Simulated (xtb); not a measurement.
Si(H)(NH2) (H₃NSi), SMILES N[SiH] (connectivity only; charge and spin as stated), neutral, multiplicity 1. All values are semi-empirical tight-binding results from xtb (GFN2-xTB unless named), good for trends rather than for accurate numbers. Geometry: GFN2-xTB.

Optimised geometry:

```xyz
5

Si     0.1128    -0.6764     0.0000
H     -1.3553    -0.9519     0.0000
N     -0.0185     1.0315     0.0000
H     -0.8779     1.5632     0.0000
H      0.7839     1.6376     0.0000
```

Computed properties:
| Quantity | Value |
|---|---|
| point group as xtb finds it | Cs |
| orbital gap | 2.75 eV |
| dipole moment | 1.12 D |
| zero-point energy | 19.5 kcal/mol |
| G − E(el) at 298.15 K (modified RRHO) | 4.6 kcal/mol |
| static polarisability (D4 model) | 45.6 bohr³ |
| solvation energy, GFN2-xTB/ALPB(water) | 0.3 kcal/mol |
| solvation energy, GFN2-xTB/ALPB(hexane) | 0.8 kcal/mol |

Computed atomic charges and the Wiberg bond orders between heavy atoms:
charges (e) Si1 0.30, H2 -0.14, N3 -0.41, H4 0.14, H5 0.12. Bond orders Si1–N3 1.25.
